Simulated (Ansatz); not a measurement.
Cost and result for the atomization energy of ClFH$_{7}$N$_{3}$Si$_{2}$ (`N[Si@H](F)N[Si@H](N)Cl`) (14 atoms, 13 bonds).

Cartesian coordinates in Å:
```
N -0.2868 1.8954 0.2116
Si -0.7662 0.8798 -1.0806
F -2.3159 0.6169 -0.8042
N 0.1943 -0.5287 -1.0717
Si 0.6576 -1.5490 0.2334
N 0.0129 -0.8858 1.6445
Cl 2.7317 -1.6856 0.1784
H 0.6716 2.2074 0.2517
H -0.9144 2.6244 0.5147
H -0.6903 1.4418 -2.4494
H 0.5683 -0.7873 -1.9744
H 0.2243 -2.9534 0.0862
H -0.0162 -1.3909 2.5126
H -0.0709 0.1150 1.7473
```

Charge 0, multiplicity 1. The structure was optimised at the PBE0-D4/def2-TZVP level. It is one conformer, not always the lowest. Program: Ansatz. All runs use 2 threads of an AMD EPYC 7R13 on a shared host and a share of an NVIDIA H100 80 GB. Times are those of one run each, without the atoms' runs, and a repeat can differ threefold. Electronic energies, without spin–orbit coupling; frozen cores. CCSD(T)/CBS adds CCSD(T) − MP2 in def2-TZVPP to the MP2 limit, and its time is that of the two runs behind it. T1 = 0.010. B3LYP takes the VWN-RPA correlation (the form of Gaussian; ORCA's B3LYP/G).

CCSD(T)/CBS is a level of theory with its own doubt, some kJ/mol a heavy atom from the limit and from the frozen cores, so smaller differences don't rank the functionals.

| level | functions | wall time |
| --- | --- | --- |
| B3LYP-D4/def2-TZVPP (with forces) | 348 | 8 s |
| PBE0-D4/def2-TZVPP | 348 | 9.5 s |
| B2PLYP/def2-TZVPP | 348 | 11 s |
| ωB97X-V/def2-TZVPP | 348 | 12 s |
| PBE-D4/def2-TZVPP (with forces) | 348 | 13 s |
| MP2/def2-QZVPP | 648 | 13 s |
| r2SCAN-D4/def2-TZVPP (with forces) | 348 | 15 s |
| ωB97M-V/def2-TZVPP (with forces) | 348 | 16 s |
| CCSD(T)/def2-TZVPP | 348 | 16 s |
| CCSD(T)/CBS(def2) | – | 28 s |

What atomization energy does each give, and how far from CCSD(T)/CBS? (An estimate is asked.)

Computed: 
| level | atomization (kJ/mol) | difference from CCSD(T)/CBS | per bond |
| --- | --- | --- | --- |
| B3LYP-D4/def2-TZVPP (with forces) | 5132.8 | -12.4 | -1.0 |
| PBE0-D4/def2-TZVPP | 5092.8 | -52.4 | -4.0 |
| B2PLYP/def2-TZVPP | 5065.9 | -79.3 | -6.1 |
| ωB97X-V/def2-TZVPP | 5165.9 | 20.7 | 1.6 |
| PBE-D4/def2-TZVPP (with forces) | 5188.1 | 42.9 | 3.3 |
| MP2/def2-QZVPP | 5174.4 | 29.2 | 2.2 |
| r2SCAN-D4/def2-TZVPP (with forces) | 5107.7 | -37.5 | -2.9 |
| ωB97M-V/def2-TZVPP (with forces) | 5163.8 | 18.6 | 1.4 |
| CCSD(T)/def2-TZVPP | 4960.7 | -184.5 | -14.2 |
| CCSD(T)/CBS(def2) | 5145.2 | 0.0 | 0.0 |

The D4 term adds +66.5 kJ/mol with B3LYP and +35.5 kJ/mol with PBE0; it sums over pairs of atoms, weighted by their polarisabilities, and B3LYP, whose exchange is more repulsive, gets the larger term. In def2-TZVPP, CCSD(T) changes the Hartree–Fock value by +1366.2 kJ/mol (the triples alone add +78.9 kJ/mol) and MP2 by +1468.3 kJ/mol; breaking electron pairs costs correlation energy, which Hartree–Fock lacks. From PBE to PBE0 (25 % exact exchange), in def2-TZVPP and without D4, the atomization energy moves by −89.4 kJ/mol: exact exchange takes away binding that semilocal exchange gives to molecules.
